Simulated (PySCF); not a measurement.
From one molecule to another.

First species: C7H12.
Atom-mapped SMILES: `[CH2:1]=[C:2]=[C:3]([CH3:4])[CH2:5][CH2:6][CH3:7]` (hydrogens: H8, H9 on C1; H10, H11, H12 on C4; H13, H14 on C5; H15, H16 on C6; H17, H18, H19 on C7)

Second species: C4H8O3Si.
SMILES: `C=C(OC)C(=O)O[SiH3]`

Levels: wB97X-D/def2-SVPD for dipole moment, HOMO energy, LUMO energy, HOMO–LUMO gap, static isotropic polarisability and electronic spatial extent ⟨r²⟩ about the centre of nuclear charge; TDDFT wB97X-D/def2-SVPD for lowest singlet excitation; TDA wB97X-D/def2-SVPD for lowest triplet excitation (Tamm–Dancoff); GFN2-xTB for rotational constant A and rotational constant C. Geometries: GFN2-xTB. Each species is one conformer at its optimised geometry, gas phase, non-relativistic unless stated. Electronic properties by PySCF.

Dipoles, sizes and rotational constants follow the conformer. The torsions of the flexible species, by atom-mapped SMILES:
- `[CH2:1]=[C:2]=[C:3]([CH3:4])[CH2:5][CH2:6][CH3:7]`: C2–C3–C5–C6 0°, C3–C5–C6–C7 179°
- `[CH2:1]=[C:2]([O:3][CH3:4])[C:5](=[O:6])[O:7][SiH3:8]`: C1–C2–O3–C4 0°, C1–C2–C5–O6 0°, C2–C5–O7–Si8 180°

Q: Which of the two has the higher HOMO energy, and by how much?

A: The first: -8.74 eV against -9.05 eV, a difference of 0.31 eV.

Q: Which of the two has the higher rotational constant C, and by how much?

A: The first: 1.159 GHz against 0.792 GHz, a difference of 0.367 GHz.

Q: Which has the higher T1 energy?

A: The first: 4.74 eV against 3.58 eV, a difference of 1.16 eV.

Q: Which has the higher rotational constant A?

A: The first: 3.672 GHz against 3.520 GHz, a difference of 0.152 GHz.

Q: Which of the two has the higher S1 energy, and by how much?

A: The first: 5.75 eV against 5.25 eV, a difference of 0.50 eV.

Q: Which has the higher HOMO–LUMO gap?

A: The first: 11.09 eV against 9.59 eV, a difference of 1.50 eV.

Q: Which has the higher ⟨r²⟩?

A: The second: 1431 bohr² against 1070 bohr², a difference of 361 bohr².

Q: Which has the higher dipole moment?

A: The second: 2.42 D against 0.50 D, a difference of 1.92 D.

On the first: S1 lies 5.34 eV below the HOMO–LUMO gap; its leading configuration is HOMO→LUMO+1, weight 0.56, beside HOMO→LUMO, weight 0.35. The principal polarisabilities are 65.7, 85.7 and 111.9 au; their mean is the isotropic value.

On the second: The polarisability is 12.61 Å³ as a volume (1 au = 0.148185 Å³), or 1.22 au for each of the 70 electrons. In atomic units the dipole is 0.95 e·bohr (1 au = 2.5417 D).
